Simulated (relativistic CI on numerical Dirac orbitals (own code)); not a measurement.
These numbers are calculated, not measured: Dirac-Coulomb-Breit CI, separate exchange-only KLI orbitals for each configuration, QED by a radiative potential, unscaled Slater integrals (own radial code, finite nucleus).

The strongest absorption lines from the ground level of an ion, among the configurations computed and to levels below about 2950 eV (vacuum wavelength in Å, gf): 6.0762 (0.063), 6.2153 (0.065), 8.5653 (0.15), 9.0836 (0.21), 42.375 (1.1), 104.97 (0.21).

(1) Which ion is it?
A. Pt L
B. Th LXII
C. Pb LIV
D. Pb LVI

## Answers

(1) C. Pb LIV has 29 electrons and the ground level 3d10.4s 2S_1/2; the strongest line goes to 3d10.4p 2P°_3/2. The pattern of lines fixes the number of electrons, and along that sequence the line energies rise steadily with the charge (about as its square where n changes within one kind of shell, about linearly where n is kept but much faster in heavy ions where fine structure, which grows about as Z⁴, sets the gap, and irregularly where shells cross), which fixes Z. Configurations outside the model, such as inner-shell arrays, can give stronger lines. At this charge energies of transitions that change n are usually good to better than 1 %, and those within a shell (Δn = 0) to a few per cent.

LS names give the leading component of a level, which can be under half, so a name can repeat, a term be missing and a line seem to break the LS rules.
